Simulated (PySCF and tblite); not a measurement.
Values are calculated unless marked as measured or tabulated.
System: C₅HFN₂O₂, numbered as in [N:1]#[C:2][C:3](=[O:4])/[C:5]([F:6])=[C:7](/[OH:8])[C:9]#[N:10].

For the rotation about the C3–C5 bond (torsion C2–C3–C5–F6 from 0° to 180°, rising): electronic barrier 11.30 kcal/mol, zero-point change -0.34 kcal/mol, thermal and entropy terms at 200 K a further 0.16 kcal/mol (symmetry numbers apart). The minimum is Cs, the saddle C1. The path came from a restrained scan, a climbing-image band and a saddle search at GFN2-xTB; energies are PBE0/pcSseg-1 + D3(BJ)//GFN2-xTB, thermal terms GFN2-xTB. Rates follow Eyring's equation with the number of equivalent paths and no tunnelling. (PySCF 2.14 with density fitting, tblite 0.8.)

**Question.** How many equivalent paths lead out of the minimum?

**Answer.** 2: the symmetry number of the minimum is 1, that of the saddle displaced along its mode 1, and the displaced saddle is chiral while the minimum is not, which doubles the count.

**Question.** Work out the rate at 200 K.

**Answer.** ΔG‡ = 11.12 kcal/mol; k_B T/h = 4.2×10¹² s⁻¹; exp(−ΔG‡/RT) = 7.1×10⁻¹³; times 2 gives k = 5.8 s⁻¹. Wigner's tunnelling factor for the 70i cm⁻¹ mode would be 1.01.
